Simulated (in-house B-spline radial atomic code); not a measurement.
## Mo⁵⁺: [Kr] 7g1 (an excited or competing configuration)

Method: Dirac-Hartree-Fock, average of configuration, Fermi nucleus of rms radius 4.4091 fm. Calculated with a B-spline radial code for spherical atoms.

Effective charges: Z_r = [3n² - l(l+1)]/(2<r>) from the radius, Z_e = n√(-2ε) from the energy, and Slater's rules. Values are occupation-weighted means over j. An effective charge above Z reflects the relativistic contraction of the inner shells.

```tsv
shell	electrons	ε (eV)	<r> (bohr)	Z_r	Z_e	Slater
1s	2	-20205	0.03516	42.67	38.54	41.70
2s	2	-3001.1	0.153	39.20	29.70	37.85
2p	6	-2686.5	0.1338	37.36	28.10	37.85
3s	2	-612.03	0.4255	31.73	20.12	30.75
3p	6	-505.84	0.4273	29.25	18.29	30.75
3d	10	-332.33	0.4132	25.41	14.83	20.85
4s	2	-156.62	1.07	22.42	13.57	14.25
4p	6	-122.83	1.159	19.84	12.02	14.25
7g	1	-10.038	10.51	6.04	6.01	-
```

The least bound orbital is 7g7/2 at -10.04 eV, and it is also the most diffuse (<r> = 10.51 bohr).

Spin-orbit splittings of the orbital energies (j = l + 1/2 above j = l - 1/2 when positive): 2p 107.2 eV, 3p 18.36 eV, 3d 3.435 eV, 4p 2.986 eV, 7g -0.0002026 eV.

For the 1s electron the small component carries 2.35 % of the norm, the zero-frequency Breit interaction raises the level by 38.73 eV, self-energy by 21.15 eV, and vacuum polarisation lowers it by 2.443 eV.
